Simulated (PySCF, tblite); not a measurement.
2-chloro-6-fluoropyridine, `Clc1cccc(F)n1`. Computed geometry: GFN2-xTB, gas phase.

```
atom  x, y, z in Å
F1    -1.8291   -2.0652   -0.1815
C2    -0.9132   -1.0985   -0.0959
C3    -1.3202    0.2249   -0.0219
C4    -0.3190    1.1798    0.0651
C5     1.0091    0.7839    0.0737
C6     1.2750   -0.5773   -0.0065
Cl7    2.8898   -1.1472   -0.0021
N8     0.3365   -1.4997   -0.0898
H9    -2.3665    0.4793   -0.0326
H10   -0.5716    2.2273    0.1259
H11    1.8145    1.4954    0.1398
```

**Question.** What is the longest distance between nuclei?

**Answer.** Cl7···H9, 5.50 Å; the next longest distance is 5.10 Å.

**Question.** Work out the bond lengths F1–C2, C2–N8, C3–C4, C3–H9, C4–H10, C5–C6, C5–H11, C6–N8 in Å.

**Answer.** For F1–C2 the difference vector is (0.9159, 0.9667, 0.0856) Å, of length 1.3344 Å. F1–C2 1.334; C2–N8 1.313; C3–C4 1.386; C3–H9 1.077; C4–H10 1.079; C5–C6 1.389; C5–H11 1.077; C6–N8 1.319 Å.

**Question.** What is the repulsion energy of the bare nuclei, Σ ZA·ZB/RAB?

**Answer.** 403.87 Eh over 55 pairs, with full nuclear charges and distances in bohr; the largest single term is 31.52 Eh (C6 with Cl7).

**Question.** How far are the heavy atoms from their best plane (unweighted least squares)?

**Answer.** 0.000 Å rms; none is more than 0.001 Å off.

**Question.** Where is the centre of mass (commonest isotopes), and what is the radius of gyration?

**Answer.** Mass 130.994 u; centre at (0.509, -0.687, -0.033) Å; Rg = √(Σ m r²/M) = 2.039 Å. As Ia + Ib + Ic = 2 Σ m r², the three principal moments sum to 1089.4 u·Å².

**Question.** How far apart are these pairs, which share no bond: F1···C4, F1···H9, C2···C6, C2···H10, C4···Cl7, C5···N8?

**Answer.** F1···C4 3.588 Å (3 bonds apart); F1···H9 2.605 Å (3 bonds apart); C2···C6 2.251 Å (2 bonds apart); C2···H10 3.351 Å (3 bonds apart); C4···Cl7 3.964 Å (3 bonds apart); C5···N8 2.386 Å (2 bonds apart).

**Question.** What are the angles C3–C2–N8, F1–C2–C3, C2–C3–H9, C5–C4–H10, C3–C4–H10, C4–C5–C6, C5–C6–N8, C5–C6–Cl7?

**Answer.** From the scalar product of the two bond vectors; for C3–C2–N8 it is -1.0391 Å² over 1.3865 × 1.3125 Å², cos θ = -0.5710. C3–C2–N8 124.8°; F1–C2–C3 119.6°; C2–C3–H9 120.7°; C5–C4–H10 120.1°; C3–C4–H10 120.2°; C4–C5–C6 117.6°; C5–C6–N8 123.6°; C5–C6–Cl7 120.4°.

**Question.** Write the matrix of distances between heavy atoms (Å, lower triangle).

**Answer.** 
```
F1    0.000
C2    1.334  0.000
C3    2.351  1.387  0.000
C4    3.588  2.360  1.386  0.000
C5    4.030  2.696  2.397  1.386  0.000
C6    3.447  2.251  2.716  2.373  1.389  0.000
Cl7   4.811  3.804  4.428  3.964  2.697  1.712  0.000
N8    2.240  1.313  2.392  2.763  2.386  1.319  2.579  0.000
```

Its GFN2-xTB frequencies are all real (lowest 164 cm⁻¹).
